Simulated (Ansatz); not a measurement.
Energy difference R1 → P1 + P2, each structure at its B3LYP-D3(BJ)/def2-SVP stationary point, reached from a drawn start (curvature not checked).
R1, Cl2Y (SMILES [Cl][Y][Cl]) (charge 0, multiplicity 2):
```xyz
3

Y      0.00312     0.00427    -0.71068
Cl     2.18845    -0.00587     0.36484
Cl    -2.19147     0.00160     0.34584
```
P1, ClY (SMILES [Cl][Y]) (charge 0, multiplicity 1):
```xyz
2

Y     -0.00893    -0.01795    -1.19638
Cl     0.00893     0.01795     1.19638
```
P2: Cl atom, charge 0, multiplicity 2.

P less R. No zero-point or thermal terms; singlets are restricted closed shells; open shells are unrestricted; no spin–orbit coupling. The spin states of the d-block species are the ones drawn and need not be the lowest.

Correlated levels freeze the cores.

The values were computed with Ansatz (a program for electronic structure) with Gaussian orbitals. All values are computed, each at the level named. Elements past Kr take the def2 small-core potentials, without spin–orbit coupling.

PBE/def2-TZVPP gives 5.106 eV for the reaction energy.

Q: Where do these levels fall relative to PBE: r2SCAN/def2-TZVPP, PBE0/def2-TZVPP, wB97M-V/def2-TZVPP, MP2/def2-QZVPP, CCSD(T)/def2-QZVPP.

A: r2SCAN/def2-TZVPP 0.286; PBE0/def2-TZVPP -0.013; wB97M-V/def2-TZVPP -0.198; MP2/def2-QZVPP 0.102; CCSD(T)/def2-QZVPP -0.219 eV. 2 of 5 lie above PBE; the widest gap is to r2SCAN/def2-TZVPP.
